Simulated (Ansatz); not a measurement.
`C[S][AlH][OH]` + `CCSC=S` → `[OH][AlH][CH]=S` + `CCSSC`  (formal exchange of groups at the Al–S bond)

Calculated with Ansatz (gas phase, PBE0-D4/def2-TZVP geometries, no zero-point term in ΔE). CBS: MP2 limit from def2 TZ/QZ plus the TZ coupled-cluster correction, frozen cores. One conformer a species, not always the lowest.

```tsv
species	CCSD(T)/CBS(def2) energy (Eh)
`C[S][AlH][OH]`	-756.12026
`CCSC=S`	-913.30032
`[OH][AlH][CH]=S`	-754.84375
`CCSSC`	-914.53322
```

Question: Work out ΔE.

Answer: ΔE = (-754.84375) + (-914.53322) − (-756.12026) − (-913.30032) = 0.04361 Eh = +114.5 kJ/mol.

Largest T1 diagnostic among the species: 0.016.

The D4 term adds −3.2 kJ/mol with B3LYP and −1.8 kJ/mol with PBE0; it sums over pairs of atoms, weighted by their polarisabilities, and B3LYP, whose exchange is more repulsive, gets the larger term.

B3LYP here is the variant with VWN-RPA as its local correlation; programs differ in this.
